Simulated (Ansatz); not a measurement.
Basis-set series for `Cc1cc(C)cc(O)c1`. Charge 0, multiplicity 1. Geometry: relaxed with PBE0-D4/def2-TZVP. It is one conformer, not always the lowest.

```xyz
19

C    -2.391   -0.716   -1.019
C    -1.010   -0.312   -0.602
C    -0.685   -0.149    0.737
C     0.596    0.234    1.131
C     0.933    0.373    2.584
C     1.560    0.459    0.161
C     1.247    0.297   -1.183
O     2.234    0.532   -2.085
C    -0.029   -0.087   -1.564
H    -2.371   -1.618   -1.635
H    -2.869    0.070   -1.611
H    -3.023   -0.913   -0.152
H    -1.445   -0.321    1.493
H     0.089    0.773    3.150
H     1.184   -0.600    3.019
H     1.790    1.031    2.734
H     2.565    0.763    0.432
H     1.890    0.390   -2.971
H    -0.265   -0.208   -2.618
```

```tsv
functional	basis	functions	energy (Eh)	HOMO (eV)	LUMO (eV)
PBE0-D4	def2-SVP	176	-385.39190	-6.25	0.07
PBE0-D4	def2-TZVPP	419	-385.81196	-6.32	-0.09
ωB97M-V	def2-SVP	176	-385.65221	-8.32	2.10
ωB97M-V	def2-TZVPP	419	-386.09024	-8.40	1.86
```

**Question.** Give the rows for def2-QZVPP. (Estimate.)

**Answer.** Ansatz gave: 
```json
{"functional": "PBE0-D4", "basis": "def2-QZVPP", "functions": "813", "energy (Eh)": "-385.83242", "HOMO (eV)": "-6.35", "LUMO (eV)": "-0.16"}
{"functional": "ωB97M-V", "basis": "def2-QZVPP", "functions": "813", "energy (Eh)": "-386.10960", "HOMO (eV)": "-8.43", "LUMO (eV)": "1.71"}
```

Positive LUMOs are unbound and depend on the basis.
